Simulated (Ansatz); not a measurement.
CuO2⁻. The state is a singlet with charge -1. Geometry relaxed at r2SCAN-D4/def2-TZVPD.

```tsv
atom	x (Å)	y (Å)	z (Å)
Cu1	-0.059	-0.043	0.111
O2	1.524	-0.342	0.592
O3	-1.465	0.385	-0.703
```

The restricted singlet is unstable: a solution with broken spin symmetry lies lower. At PBE0-D4/def2-TZVPD a triplet of charge -1 lies 1.25 eV below the restricted singlet, each at its own geometry. The structure comes from a short search, and lower isomers may exist.

**Question.** Estimate the harmonic wavenumbers at RKS r2SCAN-D4/def2-TZVPD (Ansatz, unscaled). Is this a minimum?

**Answer.** 46, 703, 857 cm⁻¹. Yes, no mode is imaginary beyond noise. Zero-point energy 9.6 kJ/mol. Hardware: 4 threads of Arm Neoverse V1 on a shared host. Wall time 12 s.
